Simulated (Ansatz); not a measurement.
Basis sets compared for the cluster K₆F₅⁺. Total charge 1; singlet. Geometry PBE0-D4/def2-SVP. Ansatz on 4 threads of Arm Neoverse V2 on a shared host; times are rough, and most runs start from earlier orbitals.

```xyz
11

K    -1.5594   -2.3281   -0.9022
K     2.0063    2.8840    1.1685
K    -1.2903   -0.0041    1.8553
K    -2.8722    0.7244   -2.2232
K     1.3891   -0.4095   -1.7337
K     2.2693   -0.6315    1.7662
F     0.7470    1.2458    2.3950
F     2.6318    0.9582   -0.1248
F    -2.7838   -0.3204   -0.0615
F    -0.9011   -0.6027   -2.5826
F     0.3632   -1.5160    0.4429
```

Another isomer (singlet) lies 0.04 eV lower at PBE0-D4/def2-TZVP; other spin states weren't run for this one.

```json
{"level": "PBE-D4/def2-SVP", "functions": "214", "energy (Eh)": "-4096.5574", "HOMO (eV)": "-8.38", "LUMO (eV)": "-3.86", "wall time": "7.5 s"}
{"level": "PBE0-D4/def2-SVP", "functions": "214", "energy (Eh)": "-4096.8485", "HOMO (eV)": "-10.24", "LUMO (eV)": "-3.27", "wall time": "10 s"}
```

(1) Estimate the rows for PBE-D4/def2-TZVP (with forces), PBE0-D4/def2-TZVP.

## Answers

(1) 
| level | functions | energy (Eh) | HOMO (eV) | LUMO (eV) | wall time |
| --- | --- | --- | --- | --- | --- |
| PBE-D4/def2-TZVP (with forces) | 353 | -4097.6476 | -8.70 | -3.80 | 14 s |
| PBE0-D4/def2-TZVP | 353 | -4097.9243 | -10.55 | -3.22 | 27 s |
